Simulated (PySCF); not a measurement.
Species: (F)3Zr-NH-SiH3 (singlet state).
Bonds: Zr1–F2, Zr1–F3, Zr1–F4, Zr1–N5, N5–Si6. Hydrogens: H7 on N5; H8, H9, H10 on Si6.

Method used: PySCF, PBE0-D3(BJ)/def2-SVP geometry optimisation, gas phase, def2 core potentials past Kr.

Task: What internal coordinates does the optimisation give?

Result: 
| bond | length (Å) |
| --- | --- |
| Zr1–F2, Zr1–F3, Zr1–F4 | 1.905 |
| Zr1–N5 | 2.026 |
| N5–Si6 | 1.754 |
| N5–H7 | 1.023 |
| Si6–H8, Si6–H9, Si6–H10 | 1.494 |

Bonds in one row agree within 0.01 Å and their mean is given. A selection of angles:
| angle | degrees |
| --- | --- |
| F2–Zr1–F3 | 109.7 |
| F2–Zr1–F4 | 107.6 |
| F2–Zr1–N5 | 109.3 |
| F3–Zr1–F4 | 114.7 |
| F3–Zr1–N5 | 108.3 |
| Zr1–N5–Si6 | 129.4 |
| Zr1–N5–H7 | 117.3 |
| Si6–N5–H7 | 113.3 |
| N5–Si6–H8 | 111.9 |
| N5–Si6–H9 | 106.2 |
| H8–Si6–H9 | 109.5 |
| H8–Si6–H10 | 108.1 |

Torsions: F2–Zr1–N5–Si6 -97° (anticlinal).

Zr1 (zirconium bonded to 3 F and N) is distorted tetrahedral (angles from 107.1° to 114.7°). All 3 F–Zr bonds measure 1.904 to 1.906 Å. Si6 (silicon bonded to N and 3 H) is tetrahedral (angles from 106.2° to 111.9°). N5 (nitrogen bonded to Si, Zr and H) is planar (angles 129.4°, 117.3° and 113.3°, sum 360.0°, 0.00 Å off the plane of its three neighbours).

Point group: C1 (no symmetry element, even within 0.4 Å). Whether it is a minimum is left open (no frequencies).

Time: 2.8 min; peak memory 0.51 GiB. Hardware: INTEL XEON PLATINUM 8581C at 2.10 GHz, one thread, on a shared host. This is the geometry optimisation.
